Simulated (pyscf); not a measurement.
Elementary routes open to •HC=CH–C≡CH in the gas phase (doublet surface):
A. cyclic C₄H₃ (SMILES [CH]1C2=CC12) [doublet] (none broken; C–C, C–C formed)
B. [HC≡C–C=CH₂]• (C–H broken; C–H formed)

Single points on ωB97X-D3(BJ)/def2-SVP structures (PySCF, gas phase). Correlated levels are frozen-core, on RHF or UHF. ΔMP2 is the change of the MP2 total energy from the triple- to the quadruple-zeta basis.

**Question.** Rank the routes by free-energy barrier at 1200 K, lowest first, for CCSD(T)/def2-TZVPP + ΔMP2(QZVPP) energies (ideal gas, 1 atm, RRHO with modes under 100 cm⁻¹ raised to 100, one conformer, R ln 2 for rigid chiral ones).

**Answer.** B (1.71 eV), A (2.31 eV)

Route B is the fastest of these, ahead of the next by 0.60 eV. The most stable products are those of B (ΔG = -0.50 eV), so kinetics and thermodynamics agree. At 298 K B is still the fastest. Only these routes are compared; each barrier is that of the saddle found, and lower ones may exist. The CCSD(T) − MP2 part came from Ansatz, without density fitting, on the same reference. An open-shell T1 diagnostic exceeds 0.045. A UHF reference is spin-contaminated (<S²> up to 1.43), which harms MP2 most.
